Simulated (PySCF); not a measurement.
[Dy(NH2)2]+ at several levels of theory

Computed with PySCF 2.14.0 (density fitting, no spin-orbit coupling) at the geometry relaxed with B3LYP:

```xyz
7
[Dy(NH2)2]+ (singlet in the valence; each metal's 4f electrons, 9 of them, lie in its core potential, out of spins and levels)
Dy   -0.1578    1.1402    0.0136
N     0.1482   -0.1181    1.6462
H     0.1807    0.0964    2.6475
H     0.2980   -1.1289    1.5680
N    -0.0750   -0.1167   -1.6468
H     0.0709   -1.1291   -1.5837
H    -0.1643    0.0961   -2.6448
```

```tsv
level	basis	state	HOMO (eV)	gap (eV)	charge on Dy1 (e)	population of f-type functions on Dy1 (polarisation alone where 4f lies in the core)	dipole about the centre of mass (D)	largest force component (eV/Å)
B3LYP	Dy lcecp-1-SVP with ECP55, N def2-SVP, H def2-SVP	singlet	-11.38	4.28	1.16	0.05	2.80	0.01
B3LYP	Dy lcecp-1-TZVP with ECP55, N def2-TZVP, H def2-TZVP	singlet	-11.43	4.29	1.63	0.04	3.09	0.34
```

In the lcecp rows the 4f levels are missing from HOMO and gap, and the state counts the valence alone.

Charges are Mulliken's, which hang on the basis. The relaxation used the grid (50, 194), these runs (75, 302) or, all-electron (x2c bases, spin-free X2C Hamiltonian), (99, 590).

Question: Order these levels, in the first row's basis, by the HOMO–LUMO gap they give here, smallest first.
A. M06-L
B. HF
C. PBE
D. PBE0

Answer: C (2.91 eV), A (3.90 eV), D (4.88 eV), B (9.98 eV).

Question: And their other results?

Answer: 
```csv
level,state,HOMO (eV),gap (eV),charge on Dy1 (e),population of f-type functions on Dy1 (polarisation alone where 4f lies in the core),dipole about the centre of mass (D),largest force component (eV/Å)
M06-L,singlet,-10.39,3.90,1.31,0.04,3.01,0.12
PBE,singlet,-10.36,2.91,1.07,0.05,2.37,0.34
PBE0,singlet,-11.62,4.88,1.21,0.05,2.88,0.40
HF,singlet,-14.66,9.98,1.55,0.06,4.14,0.88
```

In the first row's basis the gap widens with exact exchange: 2.9 to 3.9 eV for PBE, M06-L (none); 4.3 to 4.9 eV for B3LYP, PBE0 (a fixed share); 10.0 eV for Hartree–Fock (rising or full at long range).

An lcecp potential fixes the number of 4f electrons, so in runs with it no electron can move into or out of that shell.
